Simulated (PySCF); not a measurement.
Job file and geometry (Å, from GFN2-xTB) of an NMR shielding run on SMILES N#C[C@@H](C)CB(Cl)Cl, C$_{4}$H$_{6}$BCl$_{2}$N, GIAO PBE0/pcSseg-1 NMR shielding, non-relativistic, gas phase in PySCF; density fitting, a coarse starting grid and PySCF grid level 2 are the driver's defaults:

```
$ OMP_NUM_THREADS=1 python probes_run.py task.json out

{"job": {"kind": "nmr", "xc": "PBE0", "basis": "pcSseg-1"}, "charge": 0, "multiplicity": 1}
C     -1.747404    -0.646404     0.180801
C     -0.356758    -0.089723     0.499725
C     -0.466172     1.314173     0.831332
N     -0.567684     2.426609     1.072106
C      0.607137    -0.257850    -0.691815
B      2.095110     0.255819    -0.443641
Cl     2.709983     0.484315     1.141715
Cl     3.129498     0.555132    -1.781284
H     -1.680041    -1.708527    -0.043078
H     -2.415990    -0.509985     1.027726
H     -2.173297    -0.134385    -0.679621
H      0.053621    -0.604931     1.376003
H      0.636073    -1.322673    -0.946539
H      0.175245     0.237958    -1.565595
```

Q: Write the output of this run.

A: 
```
coarse grid: 13464 points
cycle   1  E = -1155.3508128653  dE =  1.020e+00  |g| = 5.000e-01  |ddm| = 3.397e+00
cycle   2  E = -1155.2253145906  dE =  1.255e-01  |g| = 9.236e-01  |ddm| = 1.179e+00
cycle   3  E = -1155.4093460490  dE = -1.840e-01  |g| = 1.663e-01  |ddm| = 7.689e-01
cycle   4  E = -1155.4153927815  dE = -6.047e-03  |g| = 4.144e-02  |ddm| = 1.410e-01
cycle   5  E = -1155.4157533855  dE = -3.606e-04  |g| = 1.146e-02  |ddm| = 4.356e-02
cycle   6  E = -1155.4157871603  dE = -3.377e-05  |g| = 2.445e-03  |ddm| = 1.311e-02
cycle   7  E = -1155.4157885085  dE = -1.348e-06  |g| = 1.038e-03  |ddm| = 3.120e-03
final grid: 122760 points
cycle   8  E = -1155.4589073002  dE = -3.981e-05  |g| = 7.700e-03  |ddm| = 2.682e-02
cycle   9  E = -1155.4589029262  dE =  4.374e-06  |g| = 8.465e-03  |ddm| = 1.381e-02
cycle  10  E = -1155.4589209880  dE = -1.806e-05  |g| = 1.586e-03  |ddm| = 7.916e-03
cycle  11  E = -1155.4589213908  dE = -4.028e-07  |g| = 7.819e-04  |ddm| = 1.666e-03
cycle  12  E = -1155.4589215146  dE = -1.238e-07  |g| = 1.163e-04  |ddm| = 5.242e-04
cycle  13  E = -1155.4589215176  dE = -2.966e-09  |g| = 3.514e-05  |ddm| = 1.248e-04
cycle  14  E = -1155.4589215179  dE = -3.108e-10  |g| = 8.984e-06  |ddm| = 3.834e-05
converged SCF energy = -1155.4589215179

GIAO shielding tensors (ppm)
atom      isotropic    diamagn.    paramagn.     s11        s22        s33       span
  0 C      163.723     245.100     -81.377    148.169    155.996    187.005     38.837
  1 C      163.294     247.538     -84.245    154.425    166.542    168.915     14.490
  2 C       58.910     262.184    -203.274    -63.171    -54.236    294.138    357.309
  3 N      -31.033     340.631    -371.664   -194.486   -187.777    289.165    483.650
  4 C      147.390     252.029    -104.639    129.759    137.936    174.475     44.716
  5 B       37.654     189.091    -151.437     -3.096     29.510     86.550     89.646
  6 Cl     661.196    1147.535    -486.339    351.321    694.134    938.133    586.812
  7 Cl     659.402    1146.251    -486.849    358.412    725.520    894.274    535.862
  8 H       30.627      29.237       1.391     26.217     28.314     37.350     11.133
  9 H       30.025      28.154       1.871     25.299     27.625     37.152     11.853
 10 H       30.395      29.322       1.073     26.657     28.722     35.807      9.150
 11 H       28.944      30.624      -1.680     24.722     28.985     33.126      8.403
 12 H       30.250      31.018      -0.768     25.662     30.221     34.867      9.204
 13 H       29.841      31.677      -1.837     25.353     31.055     33.114      7.761
```

Size and cost of the density-fitted run: 180 basis functions, 27 s wall time on 1 thread of an Arm Neoverse V1, shared host; peak memory 0.82 GiB.
